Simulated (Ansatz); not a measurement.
BBrH3Si−: where a starting geometry ends

The starting geometry of this gas-phase singlet was optimised with GFN2-xTB; its bonds are those of `[SiH][BH2-]Br`.

```xyz
6

B     0.4913    0.2381   -0.2424
Br    1.7326   -1.2640    0.5943
Si    1.4691    0.9958   -1.7726
H     0.5994    2.0951   -2.4024
H     0.3029    1.0080    0.6796
H    -0.5300   -0.3558   -0.5298
```

Task: Where would you expect an optimisation with PBE0-D3(BJ)/def2-SVPD to take it?

Result: A new bond forms, giving a structure with H6 bridging B1 and Si3, given below by its coordinates. Distances that change by over a tenth: B1–H6 (1.22 → 1.36 Å). Contacts that close: Si3–H6 (2.71 → 1.75 Å).

The energy falls by 0.45 eV over 18 steps:

| step | E − E(last) (eV) |
| --- | --- |
| 1 | 0.445 |
| 3 | 0.322 |
| 5 | 0.311 |
| 7 | 0.308 |
| 9 | 0.251 |
| 10 | 0.159 |
| 12 | 0.018 |
| 14 | 0.000 |
| 16 | 0.000 |
| 18 | 0.000 |

Final geometry (Å):

```xyz
6

B     0.8181    0.3681   -0.1159
Br    1.5285   -1.3272    0.7917
Si    1.2131    0.7050   -1.9940
H     0.3307    1.9785   -1.9949
H     0.2341    1.0437    0.7051
H    -0.0592   -0.0509   -1.0652
```

No frequencies were run, so the end isn't proven a minimum. Run with Ansatz 0.2.0, 22 s on 2 threads of Intel(R) Xeon(R) 6975P-C (Granite Rapids), with other jobs on the host.
